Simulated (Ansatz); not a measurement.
# Which method gave which barrier?

Saddle point of GeH₆SO, closed shell (GeH₄S ([SH][GeH3]) + H₂O → GeH₄O ([OH][GeH3]) + H₂S; bonds formed: Ge1–O7, S2–H6; bonds broken: Ge1–S2, H6–O7), PBE0-D4/def2-TZVP structure:

```
9
angstrom
Ge -0.6114 0.7680 -0.1024
S 0.0800 -1.3111 1.5237
H -0.6235 1.5941 -1.4272
H 0.2098 1.6089 0.8803
H -2.0597 0.4191 0.2239
H 0.5016 -1.2514 -0.2399
O 0.2712 -0.6848 -1.1264
H 1.2026 -0.7033 1.9393
H 1.0295 -0.4396 -1.6713
```

Program: Ansatz 0.2.0. Basis: def2-TZVPP, with def2-QZVPP for the basis limit. Cores are frozen in the correlated methods. Filled d shells of the heavier atoms are correlated. The def2 sets are not built for correlating such inner shells, so the correlated values are less sure here. B3LYP uses VWN-RPA correlation. Extrapolation: Hartree–Fock as exp(−7.88 √X), correlation as X^−2.97. Four methods, as single points on the PBE0-D4 structures, gave these electronic barriers from the start structure: 1.251, 1.363, 1.428, 1.860 eV.

(1) The methods were, in alphabetical order, B3LYP-D4, BLYP-D4, HF, MP2. Which gave which? (Judge from chemistry; the calculation decides.)

No T1 diagnostic of these runs exceeds 0.013.

Answers

(1) Computed: BLYP-D4 1.251; B3LYP-D4 1.363; MP2 1.428; HF 1.860 eV. For comparison, CCSD(T) at an estimated basis limit (MP2 extrapolated from triple and quadruple zeta, plus CCSD(T) − MP2 in triple zeta) gives 1.484 eV.

Labels in which every atom is bracketed show which atoms are joined, not bond orders.

For scale, one of the runs: CCSD(T)/def2-TZVPP, 205 basis functions (an equivalent command: `ansatz run in.yaml --threads 4`). The run took 110 s on 4 CPU threads (shared host), with 2.6 GiB of host memory at its peak.
